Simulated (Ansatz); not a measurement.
Process, species as SMILES: FSF → 2 F atom + S atom
B3LYP-D3(BJ)/def2-TZVP geometries, fixed; electronic energies without zero-point terms.
Largest species:
```
S
F 1 1.6052
F 1 1.6052 2 98.75
```
Charge 0, spin multiplicity 1.

The atomisation energy at CCSD(T) with Ansatz (an electronic-structure program), in kcal/mol, split into its Hartree-Fock and correlation parts. Cores are frozen. Open shells are unrestricted. No added dispersion term, no relativity. Functions are those of the species that has most.

```tsv
basis	X	functions	Hartree-Fock	CCSD(T)
cc-pV(D+d)Z	2	51	59.14	134.86
cc-pV(T+d)Z	3	99	76.22	162.60
cc-pV(Q+d)Z	4	174	78.80	171.16
cc-pV(5+d)Z	5	282	79.30	174.10
```

Worked estimate of the basis-set limit from each neighbouring pair, with Hartree-Fock from the larger set and the correlation part extrapolated as X^-3.
Correlation parts: X = 2: 75.72, X = 3: 86.38, X = 4: 92.36, X = 5: 94.80.
- (2,3): (27·(86.38) - 8·(75.72))/19 = 90.87; with Hartree-Fock 76.22 the estimate is 167.09 kcal/mol.
- (3,4): (64·(92.36) - 27·(86.38))/37 = 96.72; with Hartree-Fock 78.80 the estimate is 175.52 kcal/mol.
- (4,5): (125·(94.80) - 64·(92.36))/61 = 97.36; with Hartree-Fock 79.30 the estimate is 176.66 kcal/mol.
The last two estimates differ by 1.14 kcal/mol; the largest set lies 2.56 from the last. Over the last step Hartree-Fock moves by 0.50 and the correlation part by 2.44.
